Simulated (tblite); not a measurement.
Species: C6H13F.
Numbering: `[CH3:1][CH2:2][CH2:3][CH2:4][C@H:5]([CH3:6])[F:7]` (hydrogens: H8, H9, H10 on C1; H11, H12 on C2; H13, H14 on C3; H15, H16 on C4; H17 on C5; H18, H19, H20 on C6)

Computed with GFN2-xTB (tblite), gas phase: nudged elastic band of 9 images (0 to 8), spring 0.2 eV/Å², climbing image at the end, force threshold 0.05 eV/Å. No saddle search or frequency run followed, so the top image need not be a first-order saddle, and its height can exceed the method's true barrier by a kcal/mol or more.

The band describes a rotation about C4–C5 (chain CH2 carbon, sp3 C–F carbon), followed by the dihedral C3–C4–C5–C6, from the optimised start (-178°) to a second optimised geometry at -68°.

Q: Give the energy profile along the converged band.

A: 
```tsv
image	dihedral (°)	E (kJ/mol)	C4–C5 (Å)	C3···C6 (Å)	largest true force (eV/Å)
0	-178	0.00	1.526	3.90	0.01
1	-165	1.08	1.526	3.88	0.04
2	-151	3.73	1.529	3.83	0.05
3	-137	6.32	1.532	3.76	0.05
4	-123	7.30	1.533	3.66	0.05
5	-109	6.15	1.532	3.54	0.05
6	-95	3.64	1.529	3.40	0.05
7	-81	1.59	1.526	3.25	0.04
8	-68	0.92	1.527	3.16	0.01
```

Barriers of this band. The top is image 4 at -123°: 7.30 kJ/mol forward and 6.38 kJ/mol back; the end lies 0.92 kJ/mol above the start. The central bond is 0.007 Å longer at the top than at the start.

Q: What rate follows at 350 K for crossing this barrier forward?

A: Taking the electronic barrier for the free energy of activation (no zero-point or entropy terms, transmission 1), rate = (kT/h)·exp(−ΔE/kT) ≈ 6 × 10^11 s⁻¹, whose inverse is 2 × 10^-12 s. An error of 1 kcal/mol in the barrier changes this by a factor of 4, and the method and the loose band can each miss by that much or more. The barrier is only 2.5 kT, where transition-state theory is rough.

Q: How would the two end points share their population at 350 K, from these energies alone?

A: exp(−ΔE/kT) with ΔE = 0.010 eV gives 0.72 for the higher one (end) against 1 for the lower, without vibrational, rotational or degeneracy terms. GFN2-xTB can put conformers this close in the wrong order.

Q: How long is the path, and how are the images spaced?

A: Cartesian distances between aligned neighbours (all atoms, Å): 0.67, 0.69, 0.69, 0.70, 0.70, 0.70, 0.72, 0.92; the sum is 5.79 Å, and the top lies 47 % of the way along.

The cost below is that of the whole band run. The run took 1.6 s of wall time on an Arm Neoverse V2 with one thread (shared host), and the process peaked at 0.18 GiB of memory.
